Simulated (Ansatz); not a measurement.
Input file for Ansatz (a first-principles code): R-RI-MP2/def2-QZVPP on CH4GeS (SMILES [CH3][Ge][SH]), a point of a torsion scan. Files ending in .json are basis or fitting sets from the Basis Set Exchange. The run froze 20 orbitals, filled d shells among them.

Ansatz 0.2 input:
```yaml
crystal:
  periodic: [false, false, false]
  atoms:
    - {symbol: C, position_ang: [-0.94734749, -0.11665181, 0.01466321]}
    - {symbol: Ge, position_ang: [0.18715710, 1.52805299, -0.36203774]}
    - {symbol: S, position_ang: [2.18677127, 0.58480896, 0.20788582]}
    - {symbol: H, position_ang: [-0.76569271, -0.84532947, -0.77747375]}
    - {symbol: H, position_ang: [-2.01400468, 0.10550828, 0.02920857]}
    - {symbol: H, position_ang: [-0.67872484, -0.58921876, 0.95966384]}
    - {symbol: H, position_ang: [2.70553402, 0.78851327, -0.99613256]}
basis:
  gaussian:
    orbitals: def2-QZVPP.json
    fitting: {mean_field: def2-universal-JKFIT, correlation: def2-QZVPP-RIFIT.json}
magnetization: {spin_polarized: false}
correlation: {method: mp2, electrons: outside_noble_gas}
scf: {lower_state_search: off}
```

Program output:

```
WARN ansatz: RAYON_NUM_THREADS=1 ignored (pool sized by the plan → 1); use --threads N
Functional definition: HF
these checks for a lower state are left out or cut short: stability, starts, cluster_reference, orbital_swaps, neighbouring_geometries, increment
integrals: 0.48 GiB planned
541 factors; integrals over basis functions are off by at most 2.4e0 eV
mean field: 0.76 GiB planned
mean field evaluation 1: about -68384.0735 eV, gradient 3.2e1 eV
mean field evaluation 2: about -68386.3591 eV, gradient 1.7e1 eV
mean field evaluation 4: about -68387.0753 eV, gradient 1.6e0 eV
mean field evaluation 8: about -68387.0860 eV, gradient 1.7e-6 eV
mean field -68387.08598806 eV, -2513.1790556293 hartree, gradient 1.7e-6 eV, S^2 0.000000; 0 other end points of the search recorded, 0 dependent functions left out
20 core orbitals not correlated
830 factors; their error is unknown
reference -68387.08598806 eV, -2513.1790556293 hartree; 9, 9 occupied and 307, 307 virtual orbitals, 830 factors
second order -13.22905142 eV of doubles, -0.00000000 eV of singles
Total energy: -68400.31503948 eV, -2513.6652143021 hartree
Checks for a lower state left out: stability, starts, cluster_reference, orbital_swaps, neighbouring_geometries, increment
```

The calculation finished and met its thresholds.

Cost: very roughly 5 core-seconds.
